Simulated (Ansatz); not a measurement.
Exact exchange and the electronic atomisation energy of GeS (germanium sulfide)

The species is GeS (2 atoms), meant as a singlet with charge 0. SMILES: `[S+]#[Ge-]`. Geometry: the measured bond length.

The electronic atomisation energy y, in eV, basis aug-cc-pVTZ; a is the functional's share of exact exchange. Programs: Ansatz 0.2.0.

| functional | program | a | y (eV) |
| --- | --- | --- | --- |
| revPBE | Ansatz | 0 | 5.65 |
| BLYP | Ansatz | 0 | 5.73 |
| B3LYP | Ansatz | 0.2 | ? |
| PBE0 | Ansatz | 0.25 | 5.61 |
| r2SCAN0 | Ansatz | 0.25 | 5.47 |
| BHLYP | Ansatz | 0.5 | 5.18 |

Question: Fit y = c + s·a to the known rows and predict B3LYP.

Answer: 
1. Means of the 5 rows: a = 0.2000, y = 5.528.
2. Σ(Δa)² = 0.175, Σ(Δa·Δy) = -0.168, so the slope is -0.168/0.175 = -0.96.
3. Intercept: 5.528 − (-0.96) × 0.2000 = 5.720. The largest residual of the fit is 0.13.
4. B3LYP: 5.720 + (-0.96) × 0.2 = 5.53 eV.

The run gave 5.58 eV, so the prediction is off by -0.05 eV, within the scatter of the fit. The rows mix families of semi-local functionals, which the line can't see.
